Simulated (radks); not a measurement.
The numbers below are computed, except where a source is named.
Q: Coherent X-ray form factor from a spherical all-electron density. Level of theory: Dirac Kohn-Sham, PBE, spin-unpolarised, spherical densities, point nucleus (a radial shooting solver on a logarithmic mesh with Libxc functionals).

sin(theta)/lambda (1/angstrom),f0 (electrons)
0.05,19.910
0.1,19.643
0.15,19.212
0.2,18.635
0.25,17.935
0.3,17.139
0.4,15.375
0.5,13.560
0.6,11.864
0.8,9.192
1,7.518
1.25,6.330
1.5,5.544
2,4.166

The species is in the configuration that NIST lists as its ground one. Which atom or ion scatters so?

A: The zinc ion Zn10+, [Ar] 3d2. Extrapolating in s^2 from the first two rows gives f0(0) = 20.0, near the electron count 20; among species with that count, the fall with angle is slower the higher Z, and the table is that of Z = 30; from so few rows the species is fixed only to a neighbour or two.
